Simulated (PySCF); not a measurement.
One elementary step

Start structure (GeH5Br, closed shell), relaxed at PBE0-D4/def2-TZVP:

```json
{"atom": "Ge1", "x (Å)": "-0.2274", "y (Å)": "-1.2253", "z (Å)": "-0.0266"}
{"atom": "Br2", "x (Å)": "1.7795", "y (Å)": "-0.2863", "z (Å)": "0.6291"}
{"atom": "H3", "x (Å)": "0.0597", "y (Å)": "-2.0793", "z (Å)": "-1.2650"}
{"atom": "H4", "x (Å)": "-1.1843", "y (Å)": "-0.0720", "z (Å)": "-0.3411"}
{"atom": "H5", "x (Å)": "-0.7284", "y (Å)": "-2.0765", "z (Å)": "1.1439"}
{"atom": "H6", "x (Å)": "0.2533", "y (Å)": "2.5087", "z (Å)": "0.0780"}
{"atom": "H7", "x (Å)": "-0.2864", "y (Å)": "2.9964", "z (Å)": "-0.0909"}
```

The step: GeH₃Br ([GeH3][Br]) + H₂ → GeH₄ + HBr; bonds formed: Ge1–H7, Br2–H6; bonds broken: Ge1–Br2, H6–H7. PySCF 2.14 with density fitting (its default auxiliary sets; JK sets also for MP2 and CCSD(T)); basis: def2-TZVPP and def2-QZVPP; cores frozen in the correlated methods. Filled d shells of the heavier atoms are correlated. The def2 sets are not built for correlating such inner shells, so the correlated values are less sure here. Extrapolation: Hartree–Fock as exp(−7.88 √X), correlation as X^−2.97. Energies below are by CCSD(T) at an estimated basis limit (MP2 extrapolated from triple and quadruple zeta, plus CCSD(T) − MP2 in triple zeta).

(1) What are the electronic barrier and the energy of the step, from the start structure to the end structure? (An estimate is asked for; the value comes from the calculation.)

The T1 diagnostic stays at or below 0.011.

Results:

(1) Computed: Barrier 2.363 eV; step energy 0.585 eV (uphill); reverse barrier, their difference, 1.778 eV. Barrier and step energy count from the start structure, the reverse barrier from the end structure.

The saddle point: One imaginary mode of 907i cm⁻¹.
```
   pair  start (Å)  saddle (Å)  end (Å)
 Ge1–H7       4.22        1.84     1.54
 Br2–H6       3.23        1.94     1.42
Ge1–Br2       2.31        2.81     4.32
  H6–H7       0.75        0.87     2.10
```

Zero-point energy (harmonic, PBE0-D4): ZPE is 0.962 eV at the start and 1.005 eV at the saddle, so the barrier goes from 2.363 to 2.405 eV.

Labels in which every atom is bracketed show which atoms are joined, not bond orders.

For scale, one of the runs: CCSD(T)/def2-TZVPP, 166 basis functions, launched by `OMP_NUM_THREADS=4 python run.py`. The run took 6.4 min on 4 CPU threads of an Arm Neoverse V2 (shared host), with 1.8 GiB of host memory at its peak.
